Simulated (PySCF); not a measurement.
LDA on Sb⁻ (antimony, charge -1), [Kr] 4d10 5s2 5p4, high-spin 3P determinant. All numbers are calculated (PySCF 2.14, scalar relativity through the core potential, in def2-QZVPPD with the def2 core potential (28 electrons) (8s6p5d4f1g, 88 functions)).

```
cycle= 1 E= -239.877931996621  delta_E= -0.0156  |g|= 0.0903  |ddm|= 0.339
cycle= 2 E= -239.879001447922  delta_E= -0.00107  |g|= 0.061  |ddm|= 0.134
cycle= 3 E= -239.879712409335  delta_E= -0.000711  |g|= 0.00461  |ddm|= 0.0477
cycle= 4 E= -239.879724411336  delta_E= -1.2e-05  |g|= 0.00122  |ddm|= 0.0113
cycle= 5 E= -239.879725801533  delta_E= -1.39e-06  |g|= 9.22e-05  |ddm|= 0.00303
cycle= 6 E= -239.879725815303  delta_E= -1.38e-08  |g|= 1.26e-05  |ddm|= 0.000487
cycle= 7 E= -239.879725815537  delta_E= -2.33e-10  |g|= 6.31e-07  |ddm|= 5.08e-05
converged SCF energy = -239.879725815537  <S^2> = 2.0024325  2S+1 = 3.0016213
```

Highest occupied orbital energy: 1.581 eV; ⟨L²⟩ = 2.02; populations by l: s 4.00, p 10.00, d 10.00, f 0.00.

Problem. Can this result be used?

Solution. With care. The run converged. Energies and moments cover only the electrons outside the core potential. At LDA the highest occupied level has a positive energy, so only the finite basis holds that electron; in a semilocal or global hybrid functional this comes from self-interaction and does not mean that the real anion is unbound.
